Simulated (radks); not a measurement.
Results of a calculation; reference values are marked as such.
Question: Ionisation of Br, [Ar] 3d10 4s2 4p5, to Br+, [Ar] 3d10 4s2 4p4, under several functionals. Scalar-relativistic Kohn-Sham, spin-polarised, spherical densities, finite nucleus; open shells are filled with parallel spins first; a radial shooting solver on a logarithmic mesh with Libxc functionals. The NIST Atomic Spectra Database gives 11.814 eV (measured). Rank these functionals by the error of their Delta-SCF ionisation energy: revPBE; BP86; XLYP; BLYP; HCTH/407; OLYP; PW91; LDA (Slater exchange, VWN5 correlation); r2SCAN; B86b exchange with PBE correlation.

Answer: From best to worst: XLYP 11.802 eV (-0.012); revPBE 11.789 eV (-0.025); BLYP 11.775 eV (-0.039); B86b exchange with PBE correlation 11.874 eV (+0.061); HCTH/407 11.899 eV (+0.085); PW91 11.922 eV (+0.108); OLYP 11.669 eV (-0.145); r2SCAN 11.984 eV (+0.170); BP86 11.999 eV (+0.185); LDA (Slater exchange, VWN5 correlation) 12.108 eV (+0.295). Open shells are spherical and high-spin; term and fine-structure splittings are not resolved.
